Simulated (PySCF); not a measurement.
SMILES [SiH3][Si](F)(C)C (C2H9FSi2) (CAM-B3LYP/def2-SVP optimised geometry):

```
14

C      0.613    -1.886    -1.916
Si    -0.009    -0.125    -1.854
C     -1.874    -0.058    -1.936
F      0.568     0.643    -3.182
Si     0.832     1.044     0.000
H      0.261    -2.457    -1.042
H      1.712    -1.923    -1.924
H      0.248    -2.393    -2.823
H     -2.238     0.980    -1.955
H     -2.323    -0.558    -1.063
H     -2.240    -0.564    -2.843
H      2.323     1.044     0.000
H      0.357     2.457     0.000
H      0.369     0.400     1.265
```

Calculation: CAM-B3LYP/def2-TZVP (PySCF).

**Question.** What are the frontier orbital energies and the dipole moment?

**Answer.** HOMO-2 -11.19 eV, HOMO-1 -10.30 eV, HOMO -9.17 eV, LUMO 1.19 eV, LUMO+1 1.40 eV; dipole moment 1.90 D.

On the same geometry PBE/def2-TZVP (PySCF 2.14.0) gives HOMO-2 -8.39 eV, HOMO-1 -7.52 eV, HOMO -6.67 eV, LUMO -0.78 eV, LUMO+1 -0.46 eV; dipole moment 1.85 D.

Meta-Löwdin charges at CAM-B3LYP/def2-TZVP: C1 -0.61, Si2 1.03, C3 -0.61, F4 -0.52, Si5 0.19, H6 0.13, H7 0.13, H8 0.13, H9 0.13, H10 0.13, H11 0.13, H12 -0.08, H13 -0.08, H14 -0.09.
